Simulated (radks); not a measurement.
The numbers below are computed, except where a source is named.
Task: Valence configurations of As+ (all share [Ar]). Code: a radial shooting solver on a logarithmic mesh with Libxc functionals. Model: Dirac Kohn-Sham, PBE, spin-unpolarised, spherical densities, point nucleus; open shells fill j = l - 1/2 first. Order these by energy: 3d10 4p4; 3d9.5 4s1.5 4p3; 3d10 4s0.5 4p3.5; 3d10 4s1 4p3; 3d8 4s2 4p4; 3d10 4s1.5 4p2.5; 3d9.5 4s2 4p2.5; 3d10 4s2 4p2; 3d9 4s2 4p3; 3d9 4s1 4p4.

Result: From the lowest, in eV above it: 3d10 4s2 4p2 0.000; 3d10 4s1.5 4p2.5 5.075; 3d10 4s1 4p3 10.198; 3d10 4s0.5 4p3.5 15.367; 3d9.5 4s2 4p2.5 19.530; 3d10 4p4 20.581; 3d9.5 4s1.5 4p3 24.845; 3d9 4s2 4p3 41.402; 3d9 4s1 4p4 52.535; 3d8 4s2 4p4 92.454. NIST lists [Ar] 3d10 4s2 4p2 as the ground configuration; this level of theory agrees among the configurations tried. The energies are those of spherical spin-averaged densities, not of single terms.
